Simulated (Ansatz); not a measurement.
Total energies of the cluster TeSe₂ from Ansatz at r2SCAN-D4/def2-TZVP, gas phase (1 Eh = 27.2114 eV = 2625.5 kJ/mol). The reference geometry is relaxed at B3LYP-D4/def2-TZVP.

Cartesian coordinates in Å:
```
Se -0.342 0.883 -1.051
Se 1.047 0.438 0.844
Te -0.705 -1.321 0.207
```

```csv
state,geometry,energy (Eh)
charge 0 singlet,reference,-5071.24870
charge 1 doublet,reference,-5070.95326
charge 0 triplet,relaxed at B3LYP-D4/def2-TZVP,-5071.20862
charge 0 quintet,relaxed at B3LYP-D4/def2-TZVP,-5071.17664
free Se atom (triplet),–,-2401.47526
free Te atom (triplet),–,-268.08831
```

In the def2 sets Te takes a core potential; there is no spin–orbit coupling.

**Question.** Work out the vertical ionisation energy to the doublet.

**Answer.** E(charge 1 doublet) − E(charge 0 singlet) = -5070.95326 − (-5071.24870) = 0.29544 Eh = 8.04 eV. For comparison, −ε of the highest occupied level is 5.37 eV at this level, 2.67 eV less.

**Question.** Which of the charge 0 states is lowest, and how far above it are the others?

**Answer.** The singlet. triplet: -5071.20862 − (-5071.24870) = 0.04008 Eh = 105.2 kJ/mol; quintet: -5071.17664 − (-5071.24870) = 0.07206 Eh = 189.2 kJ/mol.

**Question.** What is the binding energy per atom against free atoms?

**Answer.** Atoms: 2 × (-2401.47526) + 1 × (-268.08831) = -5071.03883 Eh. Binding: -5071.03883 − (-5071.24870) = 0.20987 Eh = 5.71 eV, or 1.90 eV for each of 3 atoms (no zero-point energy, no counterpoise term).

The structure comes from a short search, and lower isomers may exist.
